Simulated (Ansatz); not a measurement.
CH$_{4}$BFOS (`COB(F)S`), 9 atoms. Total charge 0; spin multiplicity 1. All runs use 2 threads of a server CPU on a shared host. Correlated methods freeze the cores.

Give the basis size and wall time and peak host memory of each of these runs in Ansatz. RKS PBE0-D4/def2-TZVP frequencies; direct RPA on PBE orbitals/def2-TZVPP energy; RKS ωB97M-V/def2-QZVPP energy; RKS PBE0-D4/def2-QZVPP energy; RKS PBE0-D4/def2-TZVP relaxation (20 steps); RKS B2PLYP (frozen core)/def2-TZVPP energy; RKS revPBE-D4/def2-TZVPP energy; RKS PBE0-D4/def2-SVP energy; RKS ωB97M-V/def2-SVP energy; RHF-MP2/def2-QZVPP energy; RHF-CCSD(T)/def2-TZVPP energy; RHF-CCSD(T)/def2-SVP energy. (Best estimate.)

Ansatz gave: Other jobs shared the machine, so times are rough.

```tsv
level	job	functions	wall time	peak host memory (GiB)
RKS PBE0-D4/def2-SVP	energy	94	1.4 s	0.18
RKS revPBE-D4/def2-TZVPP	energy	222	2.6 s	0.25
RHF-CCSD(T)/def2-SVP	energy	94	5.5 s	0.36
RKS ωB97M-V/def2-SVP	energy	94	6.5 s	0.26
direct RPA on PBE orbitals/def2-TZVPP	energy	222	7 s	0.46
RKS B2PLYP (frozen core)/def2-TZVPP	energy	222	7 s	0.52
RKS PBE0-D4/def2-QZVPP	energy	418	10 s	1.2
RKS ωB97M-V/def2-QZVPP	energy	418	26 s	1.4
RHF-MP2/def2-QZVPP	energy	418	31 s	2.2
RKS PBE0-D4/def2-TZVP	relaxation (20 steps)	185	97 s	0.42
RHF-CCSD(T)/def2-TZVPP	energy	222	2.7 min	3.6
RKS PBE0-D4/def2-TZVP	frequencies	185	2.9 min	0.42
```
